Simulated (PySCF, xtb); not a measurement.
WO₂Cl₂, SMILES [O]=[W](=[O])([Cl])[Cl], multiplicity 1.

GFN2-xTB (xtb 6.7.1) at its own geometry gives an orbital gap of 3.43 eV and a dipole moment of 4.09 D.

Geometry optimised at B3LYP-D3(BJ)/def2-SVP. The spin state was assumed, not searched. The isomer is the one that the SMILES or the coordinates give; other isomers of the formula were not compared. The def2 effective core potentials stand for the cores of W; spin–orbit coupling is left out.

Problem. What does PBE/def2-TZVP run with PySCF give? (Estimate from the structure and the level; the computed values follow.)

Solution. gap 4.03 eV (levels -8.13 and -4.10 eV), dipole 1.77 D.
